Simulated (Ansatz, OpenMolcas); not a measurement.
C2H9NSi (SMILES CN(C)[SiH3]): methods side by side

C2H9NSi has 13 atoms, charge 0, and is taken as a singlet. SMILES: `CN(C)[SiH3]`. The coordinates come from a PBE0-D4/def2-TZVP relaxation.

```xyz
13

C    -0.8534    1.0515   -0.5674
N    -0.0643    0.1014    0.1769
C     1.2573    0.5768    0.5037
Si   -0.4044   -1.5804    0.1019
H    -0.4161    1.2925   -1.5485
H    -0.9475    1.9915   -0.0094
H    -1.8607    0.6637   -0.7354
H     1.1974    1.5091    1.0790
H     1.8701    0.7783   -0.3884
H     1.7871   -0.1567    1.1157
H     0.0687   -2.2753   -1.1371
H    -1.8797   -1.7523    0.1670
H     0.2656   -2.2347    1.2567
```

Each level gives the vertical ionisation energy (to the doublet cation) (eV). The values are calculated.

```tsv
level	kind	program	value (eV)	CPU time (all runs)
HF/6-31G* (spherical functions)	Hartree–Fock	OpenMolcas	7.34	20 s
BLYP/6-31G* (spherical functions)	GGA	OpenMolcas	7.95	98 s
M06-L/6-31G* (spherical functions)	meta-GGA	OpenMolcas	8.23	2.3 min
TPSS/6-31G* (spherical functions)	meta-GGA	OpenMolcas	8.11	2.2 min
B3LYP/6-31G* (spherical functions)	global hybrid	Ansatz	8.26	12 s
PBE0/6-31G* (spherical functions)	global hybrid	Ansatz	8.25	13 s
wB97X/6-31G* (spherical functions)	range-separated hybrid	Ansatz	8.38	48 s
RPA@PBE/6-31G* (spherical functions)	RPA	Ansatz	8.15	16 s
```

The values span 7.34 to 8.38 eV. Times are those of the runs behind each value, whatever else they computed, on shared processors of several kinds: orders of magnitude only.
